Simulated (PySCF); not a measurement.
Al(Me)(PH2)2 (CH₇AlP₂), SMILES [CH3][Al]([PH2])[PH2]. Atoms are numbered in the order given.

```xyz
11

Al     0.0070     0.3915     0.0000
C      0.0015     2.3460     0.0000
H      1.0388     2.7273     0.0000
H     -0.4926     2.7627     0.8933
H     -0.4926     2.7627    -0.8933
P     -0.1154    -0.7965     1.9868
H      0.8241     0.0290     2.6703
H      0.8303    -1.7910     1.6064
P     -0.1154    -0.7965    -1.9868
H      0.8303    -1.7910    -1.6064
H      0.8241     0.0290    -2.6703
```

Geometry optimised at ωB97X-D3(BJ)/def2-SVP. One conformer was computed; it need not be the lowest.

The numbers are results of PBE/def2-TZVP (PySCF), not measurements.

Symmetry labels are those of the subgroup Cs that the program uses (full group Cs).

Computed valence orbital energies around the gap with their symmetry:
```tsv
orbital	symmetry	energy (eV)
HOMO−7	A'	-9.68
HOMO−6	A'	-9.62
HOMO−5	A'	-9.41
HOMO−4	A"	-9.28
HOMO−3	A"	-7.56
HOMO−2	A'	-7.42
HOMO−1	A'	-6.32
HOMO	A"	-5.78
LUMO	A'	-1.89
LUMO+1	A'	-0.89
LUMO+2	A'	-0.76
LUMO+3	A"	-0.09
```
